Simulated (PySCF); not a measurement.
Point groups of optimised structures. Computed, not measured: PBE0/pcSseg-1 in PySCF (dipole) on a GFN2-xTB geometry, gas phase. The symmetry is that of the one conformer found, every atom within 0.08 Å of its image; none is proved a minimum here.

Question: What symmetry has `[Cl:1][c:2]1[cH:3][cH:4][c:5]([SiH:6]2[CH2:7][CH2:8]2)[cH:9][cH:10]1` with C4–C5–Si6–C7 152°?

Answer: Cs; near-prolate asymmetric top; symmetry number 1; 2 operations, which sort the 19 atoms into 16 sets; dipole 1.14 D, in the ab plane, which is the mirror; A, B, C = 3522, 418.6, 385.8 MHz; heavy atoms equivalent by symmetry: C7/C8.

Question: `C=CC#C[Si]1(Cl)CC=CC1`: symmetry, top, dipole?

Answer: C1; asymmetric top; symmetry number 1; this conformer is chiral (no improper operation); dipole 1.91 D.

Question: `[CH3:1][NH:2][C:3](=[O:4])[SiH2:5]/[CH:6]=[CH:7]/[SiH3:8]` with C1–N2–C3–O4 0°, N2–C3–Si5–C6 -122°, C3–Si5–C6–C7 -21°: symmetry, top, dipole?

Answer: C1; near-prolate asymmetric top; symmetry number 1; this conformer is chiral (no improper operation); dipole 3.39 D; A, B, C = 2506, 592.3, 520.2 MHz.
